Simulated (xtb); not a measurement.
H9NSi3, triplet, at a GFN2-xTB geometry (a higher spin typed on purpose: for a closed-shell molecule this is an excited state). Base run: GFN2-xTB in xtb.

Here is a job for xtb.
```
$ xtb mol.xyz --gfn 2 --uhf 2 --json

# file mol.xyz
13

Si     0.29588846     1.70251023     0.48373777
N     -0.00000000     0.00000000     0.00000000
Si    -1.65400544    -0.53010415    -0.45094223
Si     1.35811698    -1.17240608    -0.03279554
H     -1.01382701     2.33135297     0.38956111
H      0.85534829     1.52194590     1.82432035
H      1.30231079     2.10473084    -0.50017945
H     -1.95043645     0.38073295    -1.55785906
H     -1.49893954    -1.94102467    -0.77486335
H     -2.39739895    -0.20205199     0.76664074
H      0.87160691    -2.19407132     0.89578860
H      1.31856941    -1.61128638    -1.42871119
H      2.51276655    -0.39032830     0.38530224
```

Variants of this job, named by their change:

```json
[
 {"change": "base", "ΔE vs base (kJ/mol)": "0.00", "G_solv (kcal/mol)": "-", "SCF cycles": "13"},
 {"change": "file = coord", "ΔE vs base (kJ/mol)": "0.00", "G_solv (kcal/mol)": "-", "SCF cycles": "13"},
 {"change": "etemp = 5000", "ΔE vs base (kJ/mol)": "-95.3", "G_solv (kcal/mol)": "-", "SCF cycles": "12"},
 {"change": "etemp = 1000", "ΔE vs base (kJ/mol)": "-0.47", "G_solv (kcal/mol)": "-", "SCF cycles": "14"},
 {"change": "etemp = 3000", "ΔE vs base (kJ/mol)": "-29.0", "G_solv (kcal/mol)": "-", "SCF cycles": "13"},
 {"change": "gbsa = thf", "ΔE vs base (kJ/mol)": "-11.29", "G_solv (kcal/mol)": "-2.72", "SCF cycles": "14"},
 {"change": "alpb = ch2cl2", "ΔE vs base (kJ/mol)": "-7.00", "G_solv (kcal/mol)": "-1.68", "SCF cycles": "12"},
 {"change": "acc = 1000", "ΔE vs base (kJ/mol)": "0.01", "G_solv (kcal/mol)": "-", "SCF cycles": "7"},
 {"change": "alpb = water", "ΔE vs base (kJ/mol)": "8.84", "G_solv (kcal/mol)": "2.02", "SCF cycles": "13"}
]
```

ALPB and GBSA are two models with their own fitted parameters for each solvent, which aren't always the measured dielectric constant.
